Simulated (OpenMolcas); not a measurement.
## Fe3+: effect of the metal basis

Fe3+ with its 6 nearest fluoride ions at 2.033 Å, on the Y site of Cs2NaYF6 (a = 9.075 Å, distance in the model lattice 2.178 Å). The rest of the host is ab initio model potentials to 7.6 Å and point charges beyond; the distance is set by hand and nothing relaxes.

* Program: OpenMolcas
* Method: SS-CASPT2, IPEA 0.25 Eh, imaginary shift 0.1 Eh (closed shells correlated: 3s 3p and the ligand valence shells)
* Spin-orbit coupling: RASSI with atomic mean-field integrals over the reference wave functions

Fixed: ligand basis ANO-RCC-VDZP, active space 5 electrons in 5 orbitals (3d), DKH2 Hamiltonian.

States (labels of O, the rotations of Oh). Energies in cm-1 above the lowest state or level, χT in cm3 K/mol.

```
Run   Metal basis  Ground state  First gap with spin-orbit (degeneracies)  χT at 300 K  First state of another spin                    Cost
  A  ANO-RCC-VDZP           6A1                              20050 (6, 2)        4.384                    4T1 20230  roughly 5 core-minutes
  B  ANO-RCC-VTZP           6A1                              20190 (6, 2)        4.384                    4T1 20350  roughly 9 core-minutes
```

Costs are those of the CASPT2 steps.

Roots that are degenerate in the reference are averaged as groups; the widest CASPT2 spread within a group is 130 cm-1 (the 2-fold group of multiplicity 2 near 67400 cm-1 above the lowest state of its run, A). Shifts and gaps below about the spread of the groups concerned are not significant. Over all roots computed the reference weight is 0.69 to 0.73 in A, 0.69 to 0.73 in B; a low but even weight reflects the number of correlated electrons. Ligand-to-metal charge-transfer states are missing. These CASPT2 states fit no ligand-field parameters well, so their order and spin gaps are uncertain. With no ligand orbital active B as a rule stays too high, so bands that hang on it stand too high and its fall with covalency is understated. With one d shell and no ligand orbital active, 10Dq can be off by a tenth or more. Free-ion shares, where given, are those of the reference states; single-state CASPT2 does not remix them. No measured value stands beside these numbers; the geometry was set by hand and not optimised.
